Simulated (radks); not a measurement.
The numbers below are computed, except where a source is named.
All-electron atom: Si2+ in [Ne] 3s2. Level of theory: scalar-relativistic Kohn-Sham, BLYP, spin-unpolarised, spherical densities, point nucleus (a radial shooting solver on a logarithmic mesh with Libxc functionals). Some entries of the table are withheld. Estimate them.

orbital,occ.,eigenvalue (hartree),<r^2> (bohr^2),r(max) (bohr)
1s,2,-66.48477,0.01668,0.07260
2s,2,(1),0.3854,0.4541
2p,6,-4.29706,0.3630,(2)
3s,2,(3),4.359,1.682
3p,0,-0.75157,5.820,(4)

Answer. 
(1) 2s eigenvalue (hartree): -5.90259
(2) 2p r(max) (bohr): 0.3866
(3) 3s eigenvalue (hartree): -1.04662
(4) 3p r(max) (bohr): 1.898
